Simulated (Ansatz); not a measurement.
Ideal-gas functions of C3H4BCl, SMILES `ClC1=CCB1` at 500 K and 1 bar, from an Ansatz frequency run at PBE0-D4/def2-TZVP.

Molar mass 86.33 g/mol, point group C1 (symmetry number 1), electronic degeneracy 1, moments of inertia 31.146, 207.807, 229.931 u Å². Harmonic wavenumbers (cm⁻¹, unscaled): 244, 304, 356, 500, 722, 778, 848, 898, 931, 967, 1022, 1063, 1126, 1227, 1273, 1466, 1567, 2670, 3102, 3143, 3167.

Use S(trans) = R[1.5 ln M + 2.5 ln T − 1.1517]; rotational temperatures θ = 24.2544 K / I; S(rot) = R[ln(√π/σ · √(T³/θAθBθC)) + 1.5]; for each mode x = 1.438777 ν̃/T, S = R[x/(eˣ − 1) − ln(1 − e⁻ˣ)] and H = RT x/(eˣ − 1); 1 cm⁻¹ = 0.0119627 kJ/mol; R = 8.31446 J/(mol·K).

By hand: the entropy, in J/(mol·K).

Translation 175.2. Rotation: θ = 0.7787, 0.1167, 0.1055 K, giving 114.1. Vibration, mode by mode: 11.42, 9.69, 8.47, 5.97, 3.59, 3.16, 2.69, 2.41, 2.23, 2.06, 1.81, 1.65, 1.43, 1.13, 1.02, 0.65, 0.51, 0.03, 0.01, 0.01, 0.01, in all 60.0. Electronic 0.0. Sum 349.3 J/(mol·K).

By hand: H − E and G − E in kJ/mol, counted from the electronic energy.

Zero-point energy ½ × 27374 × 0.0119627 = 163.7; thermal vibration 18.7; translation, rotation and pV give 4 RT = 16.6. H − E = 199.0 kJ/mol, and G − E = 199.0 − 500 × 349.3/1000 = 24.4 kJ/mol.

Vibration gives 17 % of the entropy. The sum counts one conformer and one mirror image; others add a mixing term.
